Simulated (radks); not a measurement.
Values are calculated unless marked as measured or tabulated.
Yb IV, configuration [Xe] 4f13.

Code: a radial shooting solver on a logarithmic mesh with Libxc functionals. Model: scalar-relativistic Kohn-Sham, LDA (Slater exchange, Perdew-Wang correlation), spin-polarised, spherical densities, finite nucleus; open shells are filled with parallel spins first (spin-orbit coupling, left out, can overturn this in heavy ions); Fermi nuclear charge, rms radius 5.3108 fm.

Energy parts (hartree):
part                       energy
total                 -14047.8296
kinetic                15301.3042
electron-nucleus      -34502.7924
Hartree                 5436.7192
exchange-correlation    -283.0605

Orbitals (lengths in bohr, moments of r in powers of bohr; <r^-3> diverges for s and p1/2):
orbital,occ.,eigenvalue (hartree),<r^-3>
1s down,1,-2249.310,-
1s up,1,-2249.310,-
2s up,1,-382.1923,-
2s down,1,-382.1914,-
2p up,3,-337.1958,15960
2p down,3,-337.1951,15960
3s up,1,-87.12080,-
3s down,1,-87.10293,-
3p up,3,-73.55151,3479
3p down,3,-73.53369,3480
3d up,5,-56.97388,457.6
3d down,5,-56.95999,457.7
4s up,1,-18.14197,-
4s down,1,-18.10750,-
4p up,3,-13.67979,794.3
4p down,3,-13.64607,794.0
4d up,5,-7.79941,88.08
4d down,5,-7.76668,88.00
5s up,1,-3.16995,-
5s down,1,-3.15510,-
5p up,3,-2.11451,105.4
5p down,3,-2.10371,104.6
4f up,7,-1.35027,13.08
4f down,6,-1.32116,13.00

The highest occupied level is 4f down at -35.951 eV. Summed over all electrons, <r^2> = 32.34 bohr^2, which gives a Langevin (diamagnetic) susceptibility term of -25.6 x 10^-6 cm^3/mol. For comparison, the ionisation energy in NIST's Atomic Spectra Database is 43.61 eV (semi-empirical). In exact Kohn-Sham theory the highest level is minus the ionisation energy, but local and semilocal functionals leave it too shallow, through self-interaction and a potential that decays too fast; potentials with the right tail come closer.
